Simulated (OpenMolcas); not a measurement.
# F+: effect of the basis set

- Program: OpenMolcas 26.06
- Method: CASSCF
- Active space: 4 electrons in 3 orbitals (2p)
- State averaging: 2S+1 = 3 even, 3 roots; 2S+1 = 1 even, 6 roots
- Spin-orbit coupling: state interaction with AMFI integrals over the reference wave functions, term energies averaged over their components

A. ANO-R1 [3s2p1d], X2C, finite nucleus; cost about 2 core-seconds
B. ANO-L-VTZP [4s3p2d1f], non-relativistic, point nucleus; cost about 2.1 core-seconds
C. ANO-RCC-VTZP [4s3p2d1f], DKH2, point nucleus; cost roughly 1.6 core-seconds
D. ANO-R3 [4s4p2d1f], X2C, finite nucleus; cost of the order of 1.9 core-seconds
E. ANO-R2 [4s4p2d1f], X2C, finite nucleus; cost roughly 2.3 core-seconds
F. ANO-RCC-VQZP [5s4p3d2f1g], DKH2, point nucleus; cost roughly 5 core-seconds

Energies in cm-1 above 2s2 2p4 3P2, the measured ground level; measured values from NIST Handbook of Basic Atomic Spectroscopic Data.

```
      Level      A      B      C      D      E      F  Measured
2s2 2p4 3P2    0.0    0.0    0.0    0.0    0.0    0.0       0.0
2s2 2p4 3P1    322    321    323    319    319    320       341
2s2 2p4 3P0    478    476    480    473    473    475       490
2s2 2p4 1D2  22744  22770  22727  22802  22802  22801     20873
2s2 2p4 1S0  56416  56468  56364  56517  56517  56512     44918
```

Deviations, from unrounded energies. A percentage is the sum of absolute deviations over the sum of measured energies, with the sign that they share, or ± where signs differ.

| Against measurement | Levels | A | B | C | D | E | F |
| --- | --- | --- | --- | --- | --- | --- | --- |
| mean absolute deviation (cm-1) | 4 | 3300 | 3400 | 3300 | 3400 | 3400 | 3400 |
| fine structure of the ground term (%) | 2 | -3.6 | -4.0 | -3.4 | -4.7 | -4.7 | -4.4 |
| other terms of the ground configuration (%) | 2 | +20.3 | +20.4 | +20.2 | +20.6 | +20.6 | +20.6 |

A, B, C, D, E, F lie about equally close to measurement. The largest miss of C in the table is 2s2 2p4 1S0, by +11000 cm-1. The ranking rests on the paired levels alone, and a cruder setting can come out closer through cancelling errors.

Among A to F the level of the table that moves most is 2s2 2p4 1S0, by 150 cm-1 (lowest in C, highest in D).

Without dynamic correlation excited terms often stand tens of per cent too high (terms of higher spin than the ground term too low), and those without a measured partner can miss by more than the paired ones. With the s shell closed, the reference lacks s² → p² mixing. Computed and measured levels are paired by configuration, term and J; levels that our copy of the source lacks, or whose pairing is in doubt (as where it misses far off the trend of its configuration), stay unpaired and out of the deviations. Only configurations of the active space appear.
